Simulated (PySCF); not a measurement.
SMILES c1ccc(Br)cc1F (C6H4BrF), GFN2-xTB optimised geometry.

```
12

F     -1.70    -2.27     0.00
C     -1.06    -1.09     0.00
C     -1.80     0.08     0.00
C     -1.12     1.29     0.00
C      0.26     1.33     0.00
C      0.97     0.14     0.00
Br     2.87     0.18     0.00
C      0.33    -1.09     0.00
H     -2.87     0.04     0.00
H     -1.68     2.22     0.00
H      0.79     2.27     0.00
H      0.87    -2.02     0.00
```

Density from CAM-B3LYP/def2-TZVP (PySCF) at that geometry.

Minimum of the electron density along straight lines between bonded atoms, close to the bond critical point (lines longer than 1.1 times the sum of covalent radii, or with two minima, are not listed):

```tsv
bond	length / Å	ρ at the minimum / e bohr⁻³	∇²ρ there / e bohr⁻⁵	position (fraction from the first atom)
F1–C2	1.345	0.266	-0.12	0.67
C2–C3	1.384	0.329	-1.00	0.52
C3–C4	1.384	0.323	-0.97	0.50
C4–C5	1.384	0.323	-0.97	0.50
C5–C6	1.385	0.324	-0.97	0.48
C6–Br7	1.902	0.167	-0.20	0.45
C2–C8	1.384	0.328	-1.00	0.52
C6–C8	1.384	0.324	-0.96	0.51
C3–H9	1.078	0.289	-1.05	0.65
C4–H10	1.079	0.290	-1.06	0.65
C5–H11	1.079	0.290	-1.06	0.65
C8–H12	1.078	0.289	-1.05	0.65
```
